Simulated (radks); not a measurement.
Results of a calculation; reference values are marked as such.
Spherical quantum dot in the effective-mass picture: electrons in a parabolic well V = omega^2 r^2 / 2 with omega = 0.32, all in effective atomic units (hartree* = m*/eps^2 hartree, bohr* = eps/m* bohr), one dielectric constant everywhere. Level of theory: non-relativistic Kohn-Sham, LDA (Slater exchange, Perdew-Wang correlation), spin-polarised, spherical densities (a radial shooting solver with Libxc functionals). Levels are named by radial order and angular momentum (1s, 1p, 1d, 2s, ...), and open shells are averaged over m. Each electron was tried in the lowest free levels, single moves between levels near the top were tried too, and the lowest total energy was kept; such a search can miss a lower state. At N = 1 the Hartree and exchange-correlation terms need not cancel, so that row can carry a self-interaction error.

\begin{tabular}{lrrrrrr}
N & open shells & 2S & E (hartree*) & addition energy mu(N+1) - mu(N) (hartree*) & e(HOMO) (hartree*) & rms radius (bohr*) \\ \hline
1 & 1s(up 1, down 0) & 1 & 0.493048 & 0.3810 & 0.64903 & 2.191 \\
2 & none & 0 & 1.36712 & 0.5249 & 1.0209 & 2.417 \\
3 & 1p(up 1, down 0) & 1 & 2.76608 & 0.2474 & 1.5225 & 2.754 \\
4 & 1p(up 2, down 0) & 2 & 4.41246 & 0.2446 & 1.7696 & 2.967 \\
5 & 1p(up 3, down 0) & 3 & 6.30343 & 0.2913 & 2.0113 & 3.133 \\
6 & 1p(up 3, down 1) & 2 & 8.48572 & 0.2186 & 2.2917 & 3.284 \\
7 & 1p(up 3, down 2) & 1 & 10.8866 & 0.2165 & 2.5098 & 3.415 \\
8 & none & 0 & 13.5041 & 0.3887 & 2.7245 & 3.533 \\
9 & 1d(up 1, down 0) & 1 & 16.5103 & 0.1930 & 3.1031 & 3.674 \\
10 & 1d(up 2, down 0) & 2 & 19.7096 & 0.1906 & 3.2950 & 3.798 \\
11 & 1d(up 3, down 0) & 3 & 23.0995 & 0.1879 & 3.4843 & 3.909 \\
12 & 1d(up 4, down 0) & 4 & 26.6772 & 0.1851 & 3.6708 & 4.012 \\
13 & 1d(up 5, down 0) & 5 & 30.4402 & 0.2235 & 3.8546 & 4.107 \\
14 & 1d(up 5, down 1) & 4 & 34.4266 & 0.1746 & 4.0740 & 4.198 \\
15 & 1d(up 5, down 2) & 3 & 38.5876 & 0.1730 & 4.2478 & 4.285 \\
16 & 1d(up 5, down 3) & 2 & 42.9216 & 0.1712 & 4.4199 & 4.366 \\
17 & 1d(up 5, down 4) & 1 & 47.4268 & 0.1692 & 4.5901 & 4.444 \\
18 & none & 0 & 52.1012 & 0.2062 & 4.7584 & 4.519 \\
19 & 2s(up 1, down 0) & 1 & 56.9818 & 0.1893 & 4.9653 & 4.592 \\
20 & none & 0 & 62.0517 & 0.2397 & 5.1534 & 4.664 \\
21 & 1f(up 1, down 0) & 1 & 67.3613 & 0.1552 & 5.3874 & 4.739 \\
22 & 1f(up 2, down 0) & 2 & 72.8261 & 0.1539 & 5.5420 & 4.810 \\
23 & 1f(up 3, down 0) & 3 & 78.4448 & 0.1525 & 5.6952 & 4.879 \\
24 & 1f(up 4, down 0) & 4 & 84.2160 & 0.1512 & 5.8470 & 4.945 \\
25 & 1f(up 5, down 0) & 5 & 90.1383 & 0.1498 & 5.9975 & 5.009 \\
26 & 1f(up 6, down 0) & 6 & 96.2105 & 0.1485 & 6.1466 & 5.071 \\
27 & 1f(up 7, down 0) & 7 & 102.431 & 0.1786 & 6.2945 & 5.130 \\
28 & 1f(up 7, down 1) & 6 & 108.830 & 0.1439 & 6.4714 & 5.189 \\
29 & 1f(up 7, down 2) & 5 & 115.374 & 0.1429 & 6.6148 & 5.246 \\
30 & 1f(up 7, down 3) & 4 & 122.060 & 0.1419 & 6.7572 & 5.302 \\
31 & 1f(up 7, down 4) & 3 & 128.888 & 0.1409 & 6.8986 & 5.356 \\
32 & 1f(up 7, down 5) & 2 & 135.857 & 0.1399 & 7.0390 & 5.409 \\
33 & 1f(up 7, down 6) & 1 & 142.965 & 0.1389 & 7.1784 & 5.460 \\
34 & none & 0 & 150.213 & 0.1889 & 7.3167 & 5.511 \\
35 & 2p(up 1, down 0) & 1 & 157.649 & 0.1383 & 7.5058 & 5.561 \\
36 & 2p(up 2, down 0) & 2 & 165.224 & 0.1378 & 7.6438 & 5.611 \\
37 & 2p(up 3, down 0) & 3 & 172.937 & 0.1568 & 7.7813 & 5.659 \\
38 & 2p(up 3, down 1) & 2 & 180.806 & 0.1346 & 7.9367 & 5.707 \\
39 & 2p(up 3, down 2) & 1 & 188.810 & 0.1341 & 8.0711 & 5.754 \\
40 & none & 0 & 196.948 & 0.1635 & 8.2049 & 5.800 \\
41 & 1g(up 1, down 0) & 1 & 205.250 & 0.1285 & 8.3659 & 5.847 \\
42 & 1g(up 2, down 0) & 2 & 213.680 & - & 8.4940 & 5.893 \\
\end{tabular}

All shells are closed at N = 2, 8, 18, 20, 34, 40 (there: 1s2 1p6 1d10 2s2 1f14 2p6); the second difference of the energy has clear peaks (12 % above both neighbours; the first and last values, which can be the largest, are not judged, and half-filled shells can peak too) at N = 2, 5, 8, 13, 20, 27, 34, 37, 40.
